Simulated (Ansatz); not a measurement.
Reaction (ligand exchange at the Si–C bond): `C=C[Si](F)(F)[SiH3]` + HCl → `F[Si](F)([SiH3])Cl` + `C=C`

Program: Ansatz. Geometries: PBE0-D4/def2-TZVP. ΔE: electronic, gas phase. CCSD(T)/CBS adds triple-zeta CCSD(T) − MP2 to the extrapolated MP2 energy (def2 sets, frozen cores). This one scheme is used for every species. One conformer a species, not always the lowest.

| species | SCS-MP2/def2-QZVPP energy (Eh) |
| --- | --- |
| `C=C[Si](F)(F)[SiH3]` | -857.41837 |
| HCl | -460.33756 |
| `F[Si](F)([SiH3])Cl` | -1239.36105 |
| `C=C` | -78.43311 |

(1) Work out ΔE.

Largest T1 diagnostic among the species: 0.013.

Results:

(1) ΔE = (-1239.36105) + (-78.43311) − (-857.41837) − (-460.33756) = -0.03823 Eh = -100.4 kJ/mol. CCSD(T)/CBS gives -98.2 kJ/mol.

In def2-TZVPP, CCSD(T) changes the Hartree–Fock value by +12.4 kJ/mol (the triples alone add +1.1 kJ/mol) and MP2 by +8.5 kJ/mol. The D4 term adds +3.5 kJ/mol with B3LYP and +2.3 kJ/mol with PBE0; it sums over pairs of atoms, weighted by their polarisabilities, and B3LYP, whose exchange is more repulsive, gets the larger term.

B3LYP here is the variant with VWN-RPA as its local correlation; programs differ in this.
